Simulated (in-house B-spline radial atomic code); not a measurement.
# Ionising He⁺ with different functionals

Computed with an all-electron radial atomic-structure program (B-spline basis): scalar-relativistic (spin-free X2C) Hamiltonian, Gaussian nucleus of rms radius 1.6755 fm, spin-polarised at highest spin, spherical fractional occupations for the functionals, the average over the highest-spin determinants for Hartree-Fock. The ionisation energy is the difference of two self-consistent energies, 1s1 → bare nucleus, without Breit or QED terms; ε is the level of the shell that loses the electron (its least bound occupied spin orbital).

| method | rung | ΔSCF (eV) | -ε(1s) (eV) |
| --- | --- | --- | --- |
| Hartree-Fock | Hartree-Fock | 54.43 | 54.43 |
| LDA PW92 | LDA | 52.84 | 41.10 |
| RPBE | GGA | 54.54 | 42.18 |
| BP86 | GGA | 54.23 | 42.01 |
| OLYP | GGA | 54.34 | 41.88 |
| SCAN | meta-GGA | 54.43 | 43.21 |
| r2SCAN0 | global hybrid | 54.43 | 46.01 |
| B97-1 | global hybrid | 54.48 | 44.66 |
| LC-wPBE | range-separated hybrid | 54.41 | 47.73 |

Q: Among the functionals, which spreads more, the ΔSCF values or the orbital energies?

A: The orbital energies: ΔSCF values span about 1.70 eV and the orbital energies 6.63 eV.

Q: How do they compare with the NIST value?

A: NIST lists 54.418 eV (tabulated theory, ground level to ground level). Errors run from -1.58 to +0.13 eV; Hartree-Fock is closest (+0.01 eV), but part of that can be cancellation, since the calculations leave out Breit-QED terms.
